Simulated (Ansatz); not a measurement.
Relaxation of CH4BClOS (9 atoms, charge 0, multiplicity 1), to a largest force component of 0.02 eV/Å in at most 50 steps.

All numbers below come from UKS BLYP/def2-SVP in Ansatz.

```xyz
9
Properties=species:S:1:pos:R:3
O 1.310 -0.307 -1.298
C 0.670 0.045 -0.079
Cl 1.460 -0.842 1.215
B -0.782 -0.366 -0.116
S -2.205 0.898 0.150
H 2.166 0.164 -1.299
H 0.772 1.143 0.123
H -1.114 -1.486 -0.313
H -2.189 0.705 1.600
```

Q: Where does it end, and by what steps?

A: It converged. After 14 steps the energy has fallen by 1.290 eV; H9 moved furthest, 1.00 Å.

| step | energy less start (eV) | largest force component (eV/Å) | accepted |
| --- | --- | --- | --- |
| 0 | 0.0000 | 2.507 | yes |
| 1 | -0.3391 | 1.501 | yes |
| 2 | -0.4903 | 1.224 | yes |
| 3 | -0.6626 | 0.739 | yes |
| 4 | -0.8068 | 1.464 | yes |
| 5 | -0.9244 | 1.910 | yes |
| 6 | -1.1365 | 0.976 | yes |
| 7 | -1.1982 | 0.597 | yes |
| 8 | -1.2566 | 0.504 | yes |
| 9 | -1.2695 | 0.343 | yes |
| 10 | -1.2825 | 0.230 | yes |
| 11 | -1.2875 | 0.093 | yes |
| 12 | -1.2893 | 0.046 | yes |
| 13 | -1.2896 | 0.021 | yes |
| 14 | -1.2897 | 0.009 | yes |

```xyz
9
Properties=species:S:1:pos:R:3
O 1.283 -0.176 -1.280
C 0.597 0.082 -0.117
Cl 1.235 -1.001 1.377
B -0.879 -0.492 -0.123
S -2.296 0.309 0.634
H 2.171 0.235 -1.232
H 0.761 1.103 0.284
H -1.107 -1.530 -0.694
H -1.677 1.423 1.134
```

The run took 42 s on 2 threads of Arm Neoverse V2, with other jobs on the host, peak memory 0.2 GiB.
